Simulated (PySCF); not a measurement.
Computed shifts of a molecule CH10O2Si3, HF/pcSseg-1 (PySCF), GIAO, gas phase, equivalent atoms averaged, in ppm (number of nuclei): ²⁹Si: -26.2 (1), -44.1 (1), -45.6 (1). ¹³C: 3.2 (1). ¹H: 4.81 (6), 4.53 (1), 0.57 (3). References: ²⁹Si against TMS (σ = 393.8 ppm); ¹³C against TMS (σ = 192.6 ppm); ¹⁷O against H2O (σ = 333.0 ppm); ¹H against TMS (σ = 31.99 ppm), references at their B3LYP-D3(BJ)/def2-TZVP geometries, non-relativistic. Geometry optimised at B3LYP-D3(BJ)/def2-SVP. Other conformers were not sampled.

Which molecule gave these data?
A) C[Si@@](O)([SiH3])O[SiH3]
B) C[SiH](O[SiH3])O[SiH3]
C) C[Si@@H](O)[Si@H](O)[SiH3]
D) C[Si@@H](O[SiH3])[SiH2]O

B, C[SiH](O[SiH3])O[SiH3]
